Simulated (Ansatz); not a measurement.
The cluster SiB8, relaxed as a singlet with RKS B3LYP-D4/def2-SVP in Ansatz, starting from the GFN2-xTB geometry. Force threshold 0.02 eV/Å.

The restricted singlet is unstable towards broken spin symmetry in Hartree–Fock (as tested in another run); at B3LYP-D4/def2-SVP this wasn't settled. The structure comes from a short search, and lower isomers may exist.

Start:

```xyz
9

Si    0.256   -1.297    1.475
B    -0.094    0.320   -1.522
B     1.214    0.188   -0.325
B    -1.417    0.961    0.720
B     0.856   -0.944   -1.432
B    -1.248    1.092   -0.809
B     0.131    1.182    0.109
B    -0.928    0.071    1.871
B     1.231   -1.571   -0.088
```

```
step  energy (eV)  largest force component (eV/Å)  SCF passes
   1  -13272.6173                           1.497          24
   2  -13273.1963                           1.021          31
   3  -13273.7160                           1.122          35
   4  -13274.1982                           0.840          34
   5  -13274.2101                           0.932          34
   6  -13274.3823                           0.432          28
   7  -13274.4080                           0.433          28
   8  -13274.4286                           0.112          30
   9  -13274.4299                           0.039          28
  10  -13274.4302                           0.016          29
```

Force components are those of the run's own axes.

End:

```xyz
9

Si    0.7709   -0.9591    1.7107
B     0.0364    0.4283   -1.4384
B     1.2516    0.0029   -0.2760
B    -1.6557    1.0903    0.6766
B     0.9432   -0.9187   -1.5622
B    -1.2530    1.1764   -0.8229
B    -0.0201    0.7994    0.3307
B    -0.9506    0.0352    1.5740
B     0.8773   -1.6547   -0.1925
```

Bonds formed: Si1–B3, B7–B8 (atoms count from 1).

No frequencies were taken in this run, so the end may be a saddle point.

Hardware: 4 threads of Intel Xeon Platinum 8223CL on a shared host. Wall time 22 s.
